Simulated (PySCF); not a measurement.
# AuSI: breathing scan

All numbers come from UB3LYP/[Au def2-SVP with ECP60, S def2-SVP, I def2-SVP with ECP28], scalar-relativistic core potentials, density fitting, no spin–orbit coupling, PySCF.

Rigid scan from the triplet minimum (Au–I 2.578 Å, Au–S 2.227 Å; I–Au–S 180.0°). Coordinate: all bonds to the central atom scaled together. Energies in kJ/mol from the minimum.

Problem. Predict the curve at 0.88, 0.92, 0.96, 1.00, 1.04, 1.08, 1.14, 1.22, 1.35.

Solution. 
```tsv
scale of all bonds to the centre	E (kJ/mol)	dipole size (D)	⟨S²⟩
0.88	179.9	0.19	2.01
0.92	67.2	0.61	2.01
0.96	14.2	1.06	2.01
1.00	0.0	1.50	2.01
1.04	10.3	1.94	2.01
1.08	35.3	2.37	2.01
1.14	86.1	2.98	2.01
1.22	159.5	3.74	2.01
1.35	264.3	4.92	2.01
```

With open d or f shells other occupations or spin states may lie lower. No spin–orbit coupling is included, which matters more the heavier the element.

The scan took about 100 core-seconds on a shared host.
